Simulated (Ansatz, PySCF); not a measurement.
Gas-phase reaction R1 → P1 + P2, each structure at its B3LYP-D3(BJ)/def2-TZVP stationary point, reached from a drawn start (curvature not checked).
R1, F2Sc (SMILES [F][Sc][F]) (charge 0, multiplicity 2):
```tsv
atom	x (Å)	y (Å)	z (Å)
Sc	0.0035	0.0048	-0.6105
F	1.5900	-0.0060	0.3144
F	-1.5935	0.0012	0.2961
```
P1, FSc (SMILES [F][Sc]) (charge 0, multiplicity 1):
| atom | x (Å) | y (Å) | z (Å) |
|---|---|---|---|
| Sc | -0.0089 | -0.0179 | -0.8963 |
| F | 0.0089 | 0.0179 | 0.8963 |
P2: F atom, charge 0, multiplicity 2.

P less R. No zero-point or thermal terms; singlets are restricted closed shells; open shells are unrestricted; no spin–orbit coupling. The spin states of the d-block species are the ones drawn and need not be the lowest.

Frozen-core correlation throughout. CBS: X⁻³ extrapolation of the correlation energy, Hartree–Fock from the larger set.

Run with Ansatz (a first-principles code); PySCF for M06-2X. All values are computed, each at the level named.

```json
[
 {"level": "PBE/def2-TZVPP", "reaction energy (eV)": "7.060"},
 {"level": "r2SCAN/def2-TZVPP", "reaction energy (eV)": "7.143"},
 {"level": "M06-2X/def2-TZVPP", "reaction energy (eV)": "6.446"},
 {"level": "wB97X-V/def2-TZVPP", "reaction energy (eV)": "6.747"},
 {"level": "wB97M-V/def2-TZVPP", "reaction energy (eV)": "6.532"},
 {"level": "MP2/def2-QZVPP", "reaction energy (eV)": "6.951"},
 {"level": "CCSD/def2-TZVPP", "reaction energy (eV)": "…"},
 {"level": "CCSD(T)/def2-QZVPP", "reaction energy (eV)": "…"},
 {"level": "CCSD(T)/CBS(def2-TZVPP, def2-QZVPP)", "reaction energy (eV)": "…"}
]
```

Task: Fill in the missing entries.

Result: 
- CCSD/def2-TZVPP, reaction energy (eV): 6.200
- CCSD(T)/def2-QZVPP, reaction energy (eV): 6.414
- CCSD(T)/CBS(def2-TZVPP, def2-QZVPP), reaction energy (eV): 6.472
